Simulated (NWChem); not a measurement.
The numbers come from NWChem runs, not from measurements. System: B2, charge 0, spin multiplicity 3, at a geometry optimised with UB3LYP/def2-SVP. The structure started from a generated list of species. Its SCF solution wasn't tested for a lower state. Level: UHF/def2-TZVP.

NWChem printed:

```
             Northwest Computational Chemistry Package (NWChem) 7.3.0
             --------------------------------------------------------

                                NWChem Input Module
                                -------------------

 Scaling coordinates for geometry "geometry" by  1.889725989
 (inverse scale =  0.529177249)

 Turning off AUTOSYM since
 SYMMETRY directive was detected!

                             Geometry "geometry" -> ""
                             -------------------------

 Output coordinates in angstroms (scale by  1.889725989 to convert to a.u.)

  No.       Tag          Charge          X              Y              Z
 ---- ---------------- ---------- -------------- -------------- --------------
    1 B                    5.0000     0.00000000     0.00000000     0.81293500
    2 B                    5.0000     0.00000000     0.00000000    -0.81293500

 Effective nuclear repulsion energy (a.u.)       8.1368321114

            Nuclear Dipole moment (a.u.)
            ----------------------------
        X                 Y               Z
 ---------------- ---------------- ----------------
     0.0000000000     0.0000000000     0.0000000000

      Symmetry information
      --------------------

 Group name             D2h
 Group number             26
 Group order               8
 No. of unique centers     1

      Symmetry unique atoms

     1


 Summary of "ao basis" -> "" (spherical)
 ------------------------------------------------------------------------------
       Tag                 Description            Shells   Functions and Types
 ---------------- ------------------------------  ------  ---------------------
 *                         def2-tzvp                  on all atoms

 Summary of "ao basis" -> "ao basis" (spherical)
 ------------------------------------------------------------------------------
       Tag                 Description            Shells   Functions and Types
 ---------------- ------------------------------  ------  ---------------------
 B                         def2-tzvp                11       31   5s3p2d1f

                                 NWChem SCF Module
                                 -----------------

  ao basis        = "ao basis"
  functions       =    62
  atoms           =     2
  alpha electrons =     6
  beta  electrons =     4
  charge          =   0.00
  wavefunction    = UHF
  use symmetry    = T
  symmetry adapt  = T

 Summary of "ao basis" -> "ao basis" (spherical)
 ------------------------------------------------------------------------------
       Tag                 Description            Shells   Functions and Types
 ---------------- ------------------------------  ------  ---------------------
 B                         def2-tzvp                11       31   5s3p2d1f

      Symmetry analysis of basis
      --------------------------

        ag         14
        au          3
        b1g         3
        b1u        14
        b2g         7
        b2u         7
        b3g         7
        b3u         7

 Forming initial guess at       0.1s

   Symmetry analysis of molecular orbitals - initial alpha
   -------------------------------------------------------

  Numbering of irreducible representations:

     1 ag          2 au          3 b1g         4 b1u         5 b2g
     6 b2u         7 b3g         8 b3u

  Orbital symmetries:

     1 ag          2 b1u         3 ag          4 b1u         5 b2u
     6 b3u         7 ag          8 b3g         9 b2g        10 ag
    11 b1u        12 b2u        13 b3u        14 ag         15 b3g
    16 b2g

   Symmetry analysis of molecular orbitals - initial beta
   ------------------------------------------------------

  Numbering of irreducible representations:

     1 ag          2 au          3 b1g         4 b1u         5 b2g
     6 b2u         7 b3g         8 b3u

  Orbital symmetries:

     1 ag          2 b1u         3 ag          4 b1u         5 ag
     6 b3u         7 b2u         8 b3g         9 b2g        10 ag
    11 b1u        12 ag         13 b2u        14 b3u        15 b1u
    16 b2g

 Starting SCF solution at       0.1s

 ----------------------------------------------
         Quadratically convergent UHF
[...]
  ----- ------------  ---------------      ----- ------------  ---------------
    10      0.291005  1 B  py                41      0.291005  2 B  py
     7      0.281709  1 B  py                38      0.281709  2 B  py

 Vector    7  Occ=0.000000D+00  E=-4.370734D-02  Symmetry=ag
              MO Center=  5.7D-21,  5.6D-21, -6.1D-17, r^2= 3.8D+00
   Bfn.  Coefficient  Atom+Function         Bfn.  Coefficient  Atom+Function
  ----- ------------  ---------------      ----- ------------  ---------------
     5      0.333475  1 B  s                 36      0.333475  2 B  s
     8      0.278563  1 B  pz                39     -0.278563  2 B  pz
    14      0.250891  1 B  pz                45     -0.250891  2 B  pz
    11      0.242731  1 B  pz                42     -0.242731  2 B  pz

 Vector    8  Occ=0.000000D+00  E= 7.957731D-02  Symmetry=b3g
              MO Center= -3.5D-32,  1.3D-32, -1.2D-16, r^2= 4.7D+00
   Bfn.  Coefficient  Atom+Function         Bfn.  Coefficient  Atom+Function
  ----- ------------  ---------------      ----- ------------  ---------------
    13      0.828259  1 B  py                44     -0.828259  2 B  py
     7      0.254710  1 B  py                38     -0.254710  2 B  py
    10      0.247786  1 B  py                41     -0.247786  2 B  py

 Vector    9  Occ=0.000000D+00  E= 7.957731D-02  Symmetry=b2g
              MO Center= -2.7D-18, -1.4D-18, -2.5D-16, r^2= 4.7D+00
   Bfn.  Coefficient  Atom+Function         Bfn.  Coefficient  Atom+Function
  ----- ------------  ---------------      ----- ------------  ---------------
    12      0.828259  1 B  px                43     -0.828259  2 B  px
     6      0.254710  1 B  px                37     -0.254710  2 B  px
     9      0.247786  1 B  px                40     -0.247786  2 B  px

                     UHF Final Beta Molecular Orbital Analysis
                     -----------------------------------------

 Vector    2  Occ=1.000000D+00  E=-7.700761D+00  Symmetry=b1u
              MO Center=  2.5D-33,  3.3D-33,  5.2D-17, r^2= 7.0D-01
   Bfn.  Coefficient  Atom+Function         Bfn.  Coefficient  Atom+Function
  ----- ------------  ---------------      ----- ------------  ---------------
     2      0.414848  1 B  s                 33     -0.414848  2 B  s
     1      0.351501  1 B  s                 32     -0.351501  2 B  s

 Vector    3  Occ=1.000000D+00  E=-6.314808D-01  Symmetry=ag
              MO Center=  1.4D-34,  1.2D-34, -1.1D-17, r^2= 1.2D+00
   Bfn.  Coefficient  Atom+Function         Bfn.  Coefficient  Atom+Function
  ----- ------------  ---------------      ----- ------------  ---------------
     3      0.308607  1 B  s                 34      0.308607  2 B  s
     4      0.252506  1 B  s                 35      0.252506  2 B  s
     2     -0.165092  1 B  s                 33     -0.165092  2 B  s

 Vector    4  Occ=1.000000D+00  E=-3.382202D-01  Symmetry=b1u
              MO Center= -6.2D-37, -9.7D-37,  2.1D-16, r^2= 3.0D+00
   Bfn.  Coefficient  Atom+Function         Bfn.  Coefficient  Atom+Function
  ----- ------------  ---------------      ----- ------------  ---------------
     4      0.352294  1 B  s                 35     -0.352294  2 B  s
     3      0.269237  1 B  s                 34     -0.269237  2 B  s
     5      0.182677  1 B  s                 36     -0.182677  2 B  s

 Vector    5  Occ=0.000000D+00  E=-3.544153D-02  Symmetry=ag
              MO Center=  2.0D-37,  6.0D-37, -4.3D-17, r^2= 4.0D+00
   Bfn.  Coefficient  Atom+Function         Bfn.  Coefficient  Atom+Function
  ----- ------------  ---------------      ----- ------------  ---------------
     5      0.339527  1 B  s                 36      0.339527  2 B  s
    14      0.285373  1 B  pz                45     -0.285373  2 B  pz
     8      0.276001  1 B  pz                39     -0.276001  2 B  pz
    11      0.224836  1 B  pz                42     -0.224836  2 B  pz

 Vector    6  Occ=0.000000D+00  E= 2.358163D-02  Symmetry=b2u
              MO Center=  1.9D-17, -4.7D-18, -2.2D-17, r^2= 3.5D+00
   Bfn.  Coefficient  Atom+Function         Bfn.  Coefficient  Atom+Function
  ----- ------------  ---------------      ----- ------------  ---------------
    13      0.325211  1 B  py                44      0.325211  2 B  py
     7      0.215223  1 B  py                38      0.215223  2 B  py
    10      0.153103  1 B  py                41      0.153103  2 B  py

 Vector    7  Occ=0.000000D+00  E= 2.358163D-02  Symmetry=b3u
              MO Center=  3.9D-22, -2.5D-32,  8.1D-17, r^2= 3.5D+00
   Bfn.  Coefficient  Atom+Function         Bfn.  Coefficient  Atom+Function
  ----- ------------  ---------------      ----- ------------  ---------------
    12      0.325211  1 B  px                43      0.325211  2 B  px
     6      0.215223  1 B  px                37      0.215223  2 B  px
     9      0.153103  1 B  px                40      0.153103  2 B  px

 center of mass
 --------------
 x =   0.00000000 y =   0.00000000 z =   0.00000000

 moments of inertia (a.u.)
 ------------------
          51.963621650698           0.000000000000           0.000000000000
           0.000000000000          51.963621650698           0.000000000000
           0.000000000000           0.000000000000           0.000000000000

  Mulliken analysis of the total density
  --------------------------------------

    Atom       Charge   Shell Charges
 -----------   ------   -------------------------------------------------------
    1 B    5     5.00   0.92  1.05  0.69  0.78  0.18  0.47  0.65  0.21  0.01  0.04  0.00
    2 B    5     5.00   0.92  1.05  0.69  0.78  0.18  0.47  0.65  0.21  0.01  0.04  0.00

  Mulliken analysis of the alpha density
  --------------------------------------

    Atom       Charge   Shell Charges
 -----------   ------   -------------------------------------------------------
    1 B    5     3.00   0.46  0.53  0.35  0.41  0.09  0.40  0.55  0.16  0.01  0.04  0.00
    2 B    5     3.00   0.46  0.53  0.35  0.41  0.09  0.40  0.55  0.16  0.01  0.04  0.00

   Mulliken analysis of the beta density
   -------------------------------------

    Atom       Charge   Shell Charges
 -----------   ------   -------------------------------------------------------
    1 B    5     2.00   0.46  0.53  0.34  0.37  0.08  0.07  0.09  0.04  0.00  0.00  0.00
    2 B    5     2.00   0.46  0.53  0.34  0.37  0.08  0.07  0.09  0.04  0.00  0.00  0.00

   Mulliken analysis of the spin density
   -------------------------------------

    Atom       Charge   Shell Charges
 -----------   ------   -------------------------------------------------------
    1 B    5     1.00  -0.00 -0.00  0.00  0.05  0.01  0.32  0.46  0.12  0.00  0.03  0.00
    2 B    5     1.00  -0.00 -0.00  0.00  0.05  0.01  0.32  0.46  0.12  0.00  0.03  0.00

       Multipole analysis of the density wrt the origin
       ------------------------------------------------

     L   x y z        total         alpha         beta         nuclear
     -   - - -        -----         -----         ----         -------
     0   0 0 0     -0.000000     -6.000000     -4.000000     10.000000

     1   1 0 0      0.000000      0.000000     -0.000000      0.000000
     1   0 1 0      0.000000      0.000000     -0.000000      0.000000
     1   0 0 1     -0.000000     -0.000000      0.000000      0.000000

     2   2 0 0    -10.455945     -7.618981     -2.836965      0.000000
     2   1 1 0     -0.000000      0.000000     -0.000000      0.000000
     2   1 0 1     -0.000000     -0.000000      0.000000      0.000000
     2   0 2 0    -10.455945     -7.618981     -2.836965      0.000000
     2   0 1 1     -0.000000     -0.000000      0.000000      0.000000
     2   0 0 2     -9.170548    -18.407916    -14.362486     23.599854

 Task  times  cpu:        0.5s     wall:        0.5s

 Total times  cpu:        0.5s     wall:        0.5s
```

Problem. Write an NWChem input that would produce this output.

Solution. This is not unique; one that fits is 
```
start mol
memory heap 200 mb stack 900 mb global 1100 mb
geometry units angstroms nocenter noautoz
  B      0.000000     0.000000     0.812935
  B      0.000000     0.000000    -0.812935
  symmetry group D2h
end
basis spherical
  * library def2-tzvp
end
scf
  uhf
  nopen 2
  maxiter 100
  thresh 1e-7
  semidirect memsize 60000000 filesize 0
  # guess.movecs holds the orbitals of an unrestricted PBE0 run
  vectors input guess.movecs output mol.movecs
end
task scf energy
```
